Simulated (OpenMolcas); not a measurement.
**Pd3+ in a point-charge field**

Pd3+ among 6 point charges of -1 e arranged as an octahedron (Oh), 1.63 Å from the ion.
```
   1.6300    0.0000    0.0000  -1.00
   0.0000    1.6300    0.0000  -1.00
  -1.6300    0.0000    0.0000  -1.00
   0.0000   -1.6300    0.0000  -1.00
   0.0000    0.0000    1.6300  -1.00
   0.0000    0.0000   -1.6300  -1.00
```

* Program: OpenMolcas
* Method: CASSCF
* Basis: ANO-RCC-VDZP [6s5p3d1f]
* Scalar Hamiltonian: DKH2, point nucleus
* Active space: 7 electrons in 5 orbitals (4d)
* State averaging: 2S+1 = 4 even, 10 roots; 2S+1 = 2 even, 40 roots
* Spin-orbit coupling: state interaction with AMFI integrals over the reference wave functions

The lowest spin-free states (labels of O, the rotations of Oh), above the lowest:

| State | Degeneracy | E (cm-1) | Free-ion L (%) |
| --- | --- | --- | --- |
| 4T1 | 3 | 0.0 | F (97) |
| 4T2 | 3 | 8672 | F (100) |
| 2E | 2 | 9930 | G (50) |
| 2T1 | 3 | 17112 | G (59) |
| 2T2 | 3 | 17903 | G (73) |
| 4A2 | 1 | 18695 | F (100) |
| 4T1 | 3 | 22152 | P (97) |
| 2T1 | 3 | 22552 | P (66) |
| 2A1 | 1 | 24047 | G (100) |
| 2T2 | 3 | 26985 | H (63) |
| 2T1 | 3 | 27863 | H (70) |
| 2E | 2 | 29777 | H (56) |
| 2T2 | 3 | 33255 | D (70) |
| 2T1 | 3 | 34712 | H (58) |
| 2E | 2 | 35744 | G (48) |
| 2T2 | 3 | 41008 | F (93) |
| 2A2 | 1 | 43668 | F (100) |
| 2T1 | 3 | 43901 | F (78) |
| 2E | 2 | 63536 | D (99) |
| 2T2 | 3 | 64847 | D (91) |

The lowest levels with spin-orbit coupling:

```json
{"E (cm-1)": "0.0", "Degeneracy": "2", "Label": "Γ6", "2S+1": "4", "g": "4.66 4.66 4.66"}
{"E (cm-1)": "919.9", "Degeneracy": "4", "Label": "Γ8", "2S+1": "4", "g": ""}
{"E (cm-1)": "2400", "Degeneracy": "4", "Label": "Γ8", "2S+1": "4", "g": ""}
{"E (cm-1)": "3348", "Degeneracy": "2", "Label": "Γ7", "2S+1": "4", "g": "0.55 0.55 0.55"}
{"E (cm-1)": "10320", "Degeneracy": "4", "Label": "Γ8", "2S+1": "4", "g": ""}
{"E (cm-1)": "10526", "Degeneracy": "2", "Label": "Γ6", "2S+1": "4", "g": "2.69 2.69 2.69"}
{"E (cm-1)": "10935", "Degeneracy": "4", "Label": "Γ8", "2S+1": "4", "g": ""}
{"E (cm-1)": "11535", "Degeneracy": "2", "Label": "Γ7", "2S+1": "4", "g": "2.42 2.42 2.42"}
{"E (cm-1)": "12286", "Degeneracy": "4", "Label": "Γ8", "2S+1": "2", "g": ""}
{"E (cm-1)": "18537", "Degeneracy": "4", "Label": "Γ8", "2S+1": "2", "g": ""}
{"E (cm-1)": "20165", "Degeneracy": "2", "Label": "Γ6", "2S+1": "2", "g": "1.33 1.33 1.33"}
{"E (cm-1)": "20380", "Degeneracy": "4", "Label": "Γ8", "2S+1": "2 (90 %)", "g": ""}
{"E (cm-1)": "20956", "Degeneracy": "4", "Label": "Γ8", "2S+1": "4 (89 %)", "g": ""}
{"E (cm-1)": "21000", "Degeneracy": "2", "Label": "Γ7", "2S+1": "2 (90 %)", "g": "0.31 0.31 0.31"}
{"E (cm-1)": "22221", "Degeneracy": "4", "Label": "Γ8", "2S+1": "2 (54 %)", "g": ""}
{"E (cm-1)": "23591", "Degeneracy": "4", "Label": "Γ8", "2S+1": "4", "g": ""}
{"E (cm-1)": "23597", "Degeneracy": "2", "Label": "Γ7", "2S+1": "4 (89 %)", "g": "2.09 2.09 2.09"}
{"E (cm-1)": "23967", "Degeneracy": "2", "Label": "Γ6", "2S+1": "2 (61 %)", "g": "1.77 1.77 1.77"}
{"E (cm-1)": "25634", "Degeneracy": "2", "Label": "Γ6", "2S+1": "2 (67 %)", "g": "2.29 2.29 2.29"}
{"E (cm-1)": "26927", "Degeneracy": "4", "Label": "Γ8", "2S+1": "2 (51 %)", "g": ""}
```

Powder χT (cm3 K/mol): 2.04 at 2 K, 2.07 at 10 K, 2.24 at 50 K, 2.45 at 100 K, 2.85 at 200 K, 3.22 at 300 K. The effective moment at 300 K is 2.828 √(χT) = 5.07 μB.

The lowest level has 2S+1 = 4, for which the spin-only value is χT = S(S+1) / 2 = 1.875 cm3 K/mol (g = 2). The computed 3.216 at 300 K differs by +1.341, through orbital momentum, spin-orbit coupling and any other state in reach. With a threefold ground state the orbital momentum is unquenched, so the spin-only value is not expected to hold.

A least-squares ligand-field fit to the states below 45000 cm-1, each weighted by its degeneracy and with a free common offset, gives 10Dq = 9482 cm-1, B = 980 cm-1 and C = 3935 cm-1 (C/B = 4.02), with an rms deviation of 204 cm-1.

An orbital triplet at a regular site is open to Jahn-Teller coupling, which can distort the site and quench the lowest spin-orbit gaps and is left out. Without dynamic correlation the repulsion within the d shell is too large (B by tens of per cent), so at a given field states of lower spin stand too high. This shell can be high or low spin here, a state of another spin lies low, and with metal d orbitals alone active their balance is uncertain, so the ground spin may be wrong. Point charges give a weaker field than real ligands, and real ions of this kind are as a rule low spin; the high spin found here belongs to the model. This field is weak: 10Dq is about 9482 cm-1, while octahedral complexes of 4d ions of charge 3 and more, computed by the same method with explicit ligands, had a median near 25000 cm-1. Ground spin and moment need not be those of a real site. Point charges carry no covalency, so the field is a model and not that of real ligands. No measured value stands beside these numbers.
